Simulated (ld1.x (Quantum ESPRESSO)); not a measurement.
Reading a pseudo-wave (Mg)

Columns: radius, all-electron u(r) and pseudo u(r) of the 2s shell (level -79.28 eV) of magnesium in the configuration [He] 2s2 2p6 3s2 3p0; LDA (PZ), scalar-relativistic, TM semilocal scheme, ld1.x (Quantum ESPRESSO) 7.5.

| r (bohr) | all-electron | pseudo |
| --- | --- | --- |
| 0.055 | 0.5484 | -0.1810 |
| 0.110 | 0.4401 | -0.3575 |
| 0.165 | 0.1023 | -0.5252 |
| 0.220 | -0.2722 | -0.6800 |
| 0.275 | -0.6020 | -0.8179 |
| 0.330 | -0.8594 | -0.9359 |
| 0.385 | -1.0415 | -1.0313 |
| 0.440 | -1.1566 | -1.1023 |
| 0.495 | -1.2164 | -1.1483 |
| 0.550 | -1.2333 | -1.1694 |
| 0.605 | -1.2180 | -1.1672 |
| 0.660 | -1.1796 | -1.1441 |
| 0.715 | -1.1256 | -1.1037 |
| 0.770 | -1.0614 | -1.0496 |
| 0.825 | -0.9915 | -0.9862 |
| 0.880 | -0.9192 | -0.9173 |
| 0.935 | -0.8468 | -0.8463 |
| 0.990 | -0.7759 | -0.7758 |
| 1.045 | -0.7078 | -0.7078 |
| 1.100 | -0.6432 | -0.6432 |
| 1.155 | -0.5825 | -0.5825 |
| 1.210 | -0.5260 | -0.5260 |
| 1.265 | -0.4739 | -0.4739 |
| 1.320 | -0.4259 | -0.4259 |
| 1.375 | -0.3821 | -0.3821 |
| 1.430 | -0.3422 | -0.3422 |

(1) How many radial nodes do the two functions have?

(2) At about which radius was the pseudo-wave matched?

(3) Is the pseudo-wave norm-conserving?

## Answers

(1) The all-electron 2s function has n − l − 1 = 1; the pseudo-wave has 0, since the states of the same l below it are removed with the core.

(2) 1.10 bohr. The columns agree to 0.0005 from 0.94 bohr on; several derivatives are matched, so the curves merge somewhat inside the radius.

(3) Yes: the TM semilocal scheme keeps the norm inside the radius equal to the all-electron one, which fixes the energy derivative of the logarithmic derivative at the level.
